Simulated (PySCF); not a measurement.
# Computed records: CH3FSi2, C2H5FSi, CH4FNSi

All values are calculated (PySCF 2.14.0). Calculation on a computer-drawn molecule: the log of a Hartree-Fock and frozen-core CCSD(T) single point meant for a local Hartree-Fock minimum, with one planted fault or none, to be diagnosed. Offsets are logged minus clean, where the clean run is the same molecule without the fault. The reference is restricted for singlets and unrestricted otherwise, and also for a bond in bohr or an excited solution. Adding or removing an electron swaps singlet and doublet. The excited solution moves the top pair (singlet) or top alpha electron (doublet) to the lowest empty orbital. Highest occupied and lowest empty are orbital energies over both spins, largest force is the largest gradient component, triples share is (T) over the correlation energy, the T1 limit is 0.02 restricted and 0.045 unrestricted, electrons count all cores, a negative frequency is imaginary (commonest isotopes), and the dipole is about the centre of nuclear charge.

Common to all runs: meant charge 0; meant multiplicity 1; meant basis cc-pV(D+d)Z; logged SCF converged yes; logged CC converged yes; logged SCF stable within its kind yes; possible faults no fault, one electron removed, one electron added, multiplicity raised by two, geometry at a saddle point, SCF held on an excited solution, minimal basis STO-3G, one bond length entered in bohr, all coordinates scaled.

(1) CH3FSi2

Logged structure:
```xyz
7
CH3FSi2
C     -1.2257     0.8523    -2.1195
Si    -0.0603     1.3462    -0.9697
Si    -0.3975     3.4257     0.2110
F     -1.8112     3.7653    -0.5339
H     -2.0985     1.4697    -2.3047
H     -1.1695    -0.0599    -2.7042
H      1.1274     0.4970    -0.7241
```

- logged electrons: 47
- logged basis functions: 89
- logged spin squared: 0.9722
- logged highest occupied: -1.4842 eV
- logged lowest empty: 6.8956 eV
- logged largest force: 0.035294 hartree/bohr
- logged T1 diagnostic: 0.034434
- logged D1 diagnostic: 0.1518
- logged triples share: 0.029851
- logged dipole magnitude: 2.4839 debye
- logged energy HF: -716.90597 hartree
- logged energy CCSD(T): -717.46315 hartree
- planted fault: one electron added
- HF energy offset from clean run: -19.15 kcal/mol
- CCSD(T) energy offset from clean run: -16.81 kcal/mol

Drawn bonds:
```
atom  other atom  order
   1           2      2
   2           3      1
   3           4      1
   1           5      1
   1           6      1
   2           7      1
```

(2) CH3FSi2

Logged structure:
```xyz
7
CH3FSi2
C     -1.2257     0.8523    -2.1195
Si    -0.0603     1.3462    -0.9697
Si    -0.3975     3.4257     0.2110
F     -1.8112     3.7653    -0.5339
H     -2.8750     2.0190    -2.4696
H     -1.1695    -0.0599    -2.7042
H      1.1274     0.4970    -0.7241
```

* logged electrons: 46
* logged basis functions: 89
* logged spin squared: 1.5095
* logged highest occupied: -8.2535 eV
* logged lowest empty: 0.33677 eV
* logged largest force: 0.038533 hartree/bohr
* logged T1 diagnostic: 0.079775
* logged D1 diagnostic: 0.25338
* logged triples share: 0.038802
* logged dipole magnitude: 1.7723 debye
* logged energy HF: -716.75791 hartree
* logged energy CCSD(T): -717.29567 hartree
* planted fault: one bond length entered in bohr, row 4 of the drawn bonds
* HF energy offset from clean run: 73.76 kcal/mol
* CCSD(T) energy offset from clean run: 88.28 kcal/mol

Drawn bonds:
```
atom  other atom  order
   1           2      2
   2           3      1
   3           4      1
   1           5      1
   1           6      1
   2           7      1
```

Notes: T1 above single-reference limit.

(3) C2H5FSi

Logged structure:
```xyz
9
C2H5FSi
C      0.5032     2.9357     1.8439
Si     1.7767     2.1175     1.1246
C      1.7752     0.9764    -0.3333
F      3.2838     2.2431     1.6712
H     -0.5017     2.8298     1.4508
H      0.6184     3.5849     2.7027
H      2.1440    -0.0108    -0.0459
H      2.4270     1.3619    -1.1205
H      0.7637     0.8748    -0.7293
```

* logged electrons: 39
* logged basis functions: 90
* logged spin squared: 0.7563
* logged highest occupied: -18.197 eV
* logged lowest empty: -6.1364 eV
* logged largest force: 0.0929 hartree/bohr
* logged T1 diagnostic: 0.013494
* logged D1 diagnostic: 0.051781
* logged triples share: 0.023546
* logged dipole magnitude: 3.8234 debye
* logged energy HF: -466.77951 hartree
* logged energy CCSD(T): -467.35433 hartree
* planted fault: one electron removed
* HF energy offset from clean run: 163.1 kcal/mol
* CCSD(T) energy offset from clean run: 190.3 kcal/mol

Drawn bonds:
```
atom  other atom  order
   1           2      2
   2           3      1
   2           4      1
   1           5      1
   1           6      1
   3           7      1
   3           8      1
   3           9      1
```

(4) C2H5FSi

Logged structure:
```xyz
9
C2H5FSi
C      0.4886     2.8506     1.7905
Si     1.7252     2.0561     1.0920
C      1.7237     0.9481    -0.3236
F      3.1886     2.1780     1.6227
H     -0.4871     2.7477     1.4088
H      0.6004     3.4810     2.6243
H      2.0818    -0.0105    -0.0446
H      2.3566     1.3224    -1.0880
H      0.7415     0.8494    -0.7082
```

* logged electrons: 40
* logged basis functions: 90
* logged spin squared: 0
* logged highest occupied: -8.5572 eV
* logged lowest empty: 3.9708 eV
* logged largest force: 0.034702 hartree/bohr
* logged T1 diagnostic: 0.011747
* logged D1 diagnostic: 0.036765
* logged triples share: 0.025319
* logged dipole magnitude: 2.357 debye
* logged energy HF: -467.03088 hartree
* logged energy CCSD(T): -467.64255 hartree
* planted fault: all coordinates scaled, by -2.9 %
* HF energy offset from clean run: 5.326 kcal/mol
* CCSD(T) energy offset from clean run: 9.392 kcal/mol

Drawn bonds:
```
atom  other atom  order
   1           2      2
   2           3      1
   2           4      1
   1           5      1
   1           6      1
   3           7      1
   3           8      1
   3           9      1
```

(5) C2H5FSi

Structure as in entry 3.

* logged electrons: 40
* logged basis functions: 90
* logged spin squared: 0
* logged highest occupied: -8.4807 eV
* logged lowest empty: 3.616 eV
* logged largest force: 1.94e-05 hartree/bohr
* logged lowest frequency: 143.01 cm⁻¹
* logged T1 diagnostic: 0.012511
* logged D1 diagnostic: 0.039939
* logged triples share: 0.026583
* logged dipole magnitude: 2.4206 debye
* logged energy HF: -467.03937 hartree
* logged energy CCSD(T): -467.65752 hartree
* planted fault: no fault
* HF energy offset from clean run: 0 kcal/mol
* CCSD(T) energy offset from clean run: 0 kcal/mol

Drawn bonds:
```
atom  other atom  order
   1           2      2
   2           3      1
   2           4      1
   1           5      1
   1           6      1
   3           7      1
   3           8      1
   3           9      1
```

(6) CH4FNSi

Logged structure:
```xyz
8
CH4FNSi
C     -0.6405     1.6396    -3.3731
Si     0.2320     0.7112    -2.2892
N     -0.0680     0.3196    -0.6904
F      1.6138    -0.0087    -2.6541
H     -0.2963     1.7928    -4.3875
H     -1.5731     2.1136    -3.0927
H      0.5466    -0.2538    -0.1483
H     -0.8730     0.6336    -0.1870
```

- logged electrons: 40
- logged basis functions: 28
- logged spin squared: 0
- logged highest occupied: -5.1235 eV
- logged lowest empty: 8.6962 eV
- logged largest force: 0.031198 hartree/bohr
- logged T1 diagnostic: 0.016214
- logged D1 diagnostic: 0.073075
- logged triples share: 0.028856
- logged dipole magnitude: 2.2677 debye
- logged energy HF: -477.04264 hartree
- logged energy CCSD(T): -477.24745 hartree
- planted fault: minimal basis STO-3G
- HF energy offset from clean run: 3776 kcal/mol
- CCSD(T) energy offset from clean run: 4043 kcal/mol

Drawn bonds:
```
atom  other atom  order
   1           2      2
   2           3      1
   2           4      1
   1           5      1
   1           6      1
   3           7      1
   3           8      1
```
